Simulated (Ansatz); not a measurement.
GeO4. Total charge 0; singlet. Geometry relaxed at r2SCAN-D4/def2-SVP.

```xyz
5

Ge   -0.118   -0.636   -0.301
O     1.186    0.353    0.470
O    -0.952    0.910    0.129
O     0.269    1.455    0.690
O    -0.386   -2.083   -0.987
```

The structure holds 2 bonds between oxygen atoms, so isomers without such links may lie far lower. The structure comes from a short search, and lower isomers may exist.

(1) Estimate the harmonic wavenumbers at RKS r2SCAN-D4/def2-SVP (Ansatz, unscaled). Is this a minimum?

Results:

(1) 139, 182, 211, 468, 625, 796, 824, 920, 1018 cm⁻¹. Yes, no mode is imaginary beyond noise. Zero-point energy 31.0 kJ/mol. It took 28 s on 4 threads of Arm Neoverse V1 on a shared host.
